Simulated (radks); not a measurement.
The numbers below are computed, except where a source is named.
Task: Radial electron density D(r) = 4 pi r^2 rho(r) of an atom or ion with 6 electrons. Level of theory: scalar-relativistic Kohn-Sham, SCAN, spin-polarised, spherical densities, finite nucleus; meta-GGA in the generalised Kohn-Sham scheme; Fermi nuclear charge, rms radius of each element as measured or else 0.836 A^(1/3) + 0.57 fm (a radial shooting solver on a logarithmic mesh with Libxc functionals).

```
   r/bohr * D(r) (the largest magnitude, 33.9, reaches the edge; | marks zero)
 0.002097 | *
 0.002541 | *
 0.003079 |  *
 0.003731 |   *
 0.004521 |     *
 0.005477 |       *
 0.006637 |          *
 0.008106 |              *
 0.009822 |                   *
   0.0119 |                         *
  0.01442 |                               *
  0.01747 |                                      *
  0.02117 |                                             *
  0.02565 |                                                   *
  0.03108 |                                                      *
  0.03766 |                                                      *
  0.04563 |                                                  *
  0.05529 |                                           *
    0.067 |                                  *
  0.08118 |                            *
  0.09836 |                         *
   0.1192 |                           *
   0.1444 |                              *
   0.1764 |                               *
   0.2137 |                           *
    0.259 |                   *
   0.3138 |          *
   0.3802 |   *
   0.4606 |*
   0.5582 *
   0.6763 *
```

What is the nuclear charge?

Result: Z = 29. The innermost maximum, from 1s, lies near gamma/Z bohr with gamma = sqrt(1 - (Z/c)^2) = 0.977, here 0.0337 bohr (found: 0.0339), and its height grows with Z. The density is that of the copper ion Cu23+ in [He] 2s2 2p2; the configuration itself is not fixed sharply by these data, and Z only to about a unit. D(r) has 2 maxima, at r = 0.0339, 0.168 bohr, and minima at 0.0992 bohr, inside which lie 2.22 electrons.
